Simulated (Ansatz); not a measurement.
Input and output for [Cu(N2)2]+ (CuN₄⁺).

```yaml
crystal:
  periodic: [false, false, false]
  atoms:
    - {symbol: Cu, position_ang: [-0.001141, -0.003108, 0.000020]}
    - {symbol: N, position_ang: [0.000820, 0.010656, 1.872365]}
    - {symbol: N, position_ang: [0.001955, 0.018012, 2.985754]}
    - {symbol: N, position_ang: [-0.000381, -0.010653, -1.872367]}
    - {symbol: N, position_ang: [-0.001243, -0.014908, -2.985771]}
basis:
  gaussian: {orbitals: def2-TZVP}
total_charge: 1
hamiltonian: {xc: {name: PBE}}
output: {forces: true}
```

```sh
$ ansatz run in.yaml --threads 2 --pin off --events-out ev --progress --plain --max-ram 4352MiB
```

It prints (some lines left out):

```
Functional definition: PBE
1073 factors; their error is unknown
mean field evaluation 1: about -50565.2563 eV, gradient 1.4e2 eV
mean field evaluation 2: about -49671.5072 eV, gradient 6.0e2 eV
mean field evaluation 4: about -50581.3271 eV, gradient 4.8e1 eV
mean field evaluation 8: about -50584.6179 eV, gradient 1.7e0 eV
mean field evaluation 16: about -50584.5836 eV, gradient 5.1e-3 eV
mean field -50584.58355661 eV, -1858.9491582431 hartree, gradient 2.8e-5 eV, S^2 0.000000; 0 other end points of the search recorded, 0 dependent functions left out
reference -50584.58360535 eV, -1858.9491600345 hartree; 28, 28 occupied and 141, 141 virtual orbitals, 1073 factors
Total energy: -50584.58360535 eV, -1858.9491600345 hartree
Atom 0 at    -0.001141    -0.003108     0.000020 Å, force     0.002513     0.004222    -0.000072 eV/Å
Atom 1 at     0.000820     0.010656     1.872365 Å, force     0.000078     0.004330     1.164807 eV/Å
Atom 2 at     0.001955     0.018012     2.985754 Å, force    -0.001045    -0.007033    -1.223953 eV/Å
Atom 3 at    -0.000381    -0.010653    -1.872367 Å, force    -0.003736    -0.006390    -1.164573 eV/Å
Atom 4 at    -0.001243    -0.014908    -2.985771 Å, force     0.002189     0.004871     1.223791 eV/Å
Dipole moment:    -0.000297    -0.000692     0.000002 e Å
```

It took 2 s on 2 threads of Arm Neoverse V2 on a shared host.

The dipole of an ion depends on the origin.
